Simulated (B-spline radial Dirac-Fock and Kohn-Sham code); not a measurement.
In the model described below, a K (1s) vacancy in the Ca¹⁵⁺ ion, [He] 2s2 2p1, lives for 5.5 fs, which corresponds to a natural width of 0.119 eV. Out of 1000 such holes, about 211 decay by emitting a photon and the rest by ordinary Auger emission. The strongest X-ray line is Kα1 (K-L3) at 3837.4 eV, with 66 % of the radiative rate. The strongest electron group is K-L1L1 near 2716 eV, with 64 % of the non-radiative rate.

These are calculated numbers from a radial atomic solver; the model is independent-particle radiative and Coulomb Auger rates from relativistic LDA hole-state orbitals, with Dirac-Fock energies.
